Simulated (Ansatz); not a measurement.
Consider the atomization: `O[B](O[SiH3])[AlH][F]` → Al• + B• + F• + 5 H• + 2 O• + Si•.

Calculated with Ansatz (gas phase, PBE0-D4/def2-TZVP geometries, no zero-point term in ΔE). CCSD(T)/CBS is the MP2 limit (def2-TZVPP, def2-QZVPP) plus CCSD(T) − MP2 in def2-TZVPP, frozen cores. This one scheme is used for every species, atoms too. DFT in def2-TZVPP. No spin–orbit coupling; open shells (•) take unrestricted orbitals. Spin–orbit coupling would lower the free atoms: a little for Al, B, F, O, Si. Each species was taken in one conformer, which may not be the lowest.

```
         level  ΔE (eV)
      BHLYP-D4    41.15
        B2PLYP    42.06
          PBE0    41.75
       r2SCANh    42.23
       r2SCAN0    41.72
       LC-ωPBE    42.30
   HF/def2-SVP    31.55
CCSD/CBS(def2)    42.02
```

(1) What does CCSD(T)/CBS give? (Estimate.)

Largest T1 diagnostic among the species: 0.018.

Answers

(1) Ansatz gave: +42.61 eV. The listed levels differ from it by -1.46, -0.55, -0.86, -0.38, -0.89, -0.31, -11.06, -0.59 eV.

At CCSD(T), def2-SVP lies −2.72 eV from the extrapolated value and def2-TZVPP −1.20 eV: correlation converges slowly with the basis, and small sets miss more of it in the bonded molecule than in its fragments. The D4 term adds +0.39 eV with B3LYP and +0.21 eV with PBE0; it sums over pairs of atoms, weighted by their polarisabilities, and B3LYP, whose exchange is more repulsive, gets the larger term.

B3LYP here is the variant with VWN-RPA as its local correlation; programs differ in this.

For atomizations the MP2-based limit and the directly extrapolated one differ by several kJ/mol either way, and by 10 to 25 for some Ge, Se and Sn compounds, so smaller differences from it don't rank the levels.
